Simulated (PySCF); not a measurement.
The dipole of `[O-][n+]1ccccc1` from its density and from atomic charges.

Coordinates (GFN2-xTB, Å) and charges (e) from the PBE0/pcSseg-1 density (PySCF):

```csv
atom,x,y,z,Mulliken,IAO,Hirshfeld,ESP-fitted
O1,2.454,-0.873,0.102,-0.4461,-0.5167,-0.2967,-0.5489
N2,1.274,-0.453,0.052,-0.1503,+0.2980,+0.1236,+0.5615
C3,0.231,-1.317,0.018,+0.2319,-0.0921,-0.0007,-0.1835
C4,-1.070,-0.880,-0.037,-0.1971,-0.1498,-0.0422,-0.1460
C5,-1.347,0.479,-0.060,-0.0337,-0.1698,-0.0554,-0.1950
C6,-0.274,1.358,-0.025,-0.1971,-0.1499,-0.0423,-0.1418
C7,1.011,0.875,0.030,+0.2318,-0.0920,-0.0007,-0.1878
H8,0.502,-2.361,0.039,+0.1177,+0.1844,+0.0653,+0.1677
H9,-1.866,-1.608,-0.063,+0.1126,+0.1706,+0.0638,+0.1702
H10,-2.361,0.840,-0.102,+0.0999,+0.1625,+0.0561,+0.1656
H11,-0.432,2.425,-0.041,+0.1126,+0.1706,+0.0637,+0.1690
H12,1.880,1.513,0.059,+0.1178,+0.1844,+0.0653,+0.1690
```

What dipole does each set of charges give (1 e·Å = 4.803 D), and what does the density give?

The full density gives (-3.73, 1.33, -0.16) D, 3.96 D in size; dipole vectors point from the negative to the positive end.

```tsv
scheme	μx	μy	μz	size (D)	share of the full size (%)	angle to the full dipole (°)
Mulliken	-4.33	1.54	-0.18	4.60	116	0
IAO	-4.36	1.55	-0.18	4.64	117	0
Hirshfeld	-2.71	0.96	-0.11	2.87	73	0
ESP-fitted	-3.77	1.34	-0.16	4.01	101	0
```

Which set comes closest?

Length of the difference vector: ESP-fitted 0.04 D, Mulliken 0.64 D, IAO 0.67 D, Hirshfeld 1.09 D. Closest: ESP-fitted. The schemes that divide the density aren't constrained to reproduce the dipole.

What is left for the Hirshfeld atoms' own dipoles?

The Hirshfeld atoms' densities add up to the full density, so μ = Σ q r + Σ (atomic dipoles). The atomic dipoles sum to (-3.73, 1.33, -0.16) − (-2.71, 0.96, -0.11) = (-1.02, 0.37, -0.05) D, 1.09 D in size.

With the origin at the mean of the coordinates, (0.000, 0.000, -0.002) Å, which are the largest single terms, by size, of the Mulliken dipole along the direction of the full one?

O1 +5.58, H10 +1.20, N2 +0.98, C3 -0.73, C7 -0.73 D; all 12 atoms together +4.60 D. The single terms depend on the origin, their sum doesn't.

Give the size of the full dipole in other units.

3.96 D = 1.560 au = 0.825 e·Å = 13.22 × 10⁻³⁰ C·m.

Geometry: GFN2-xTB; no solvent, vibrations or thermal averaging.
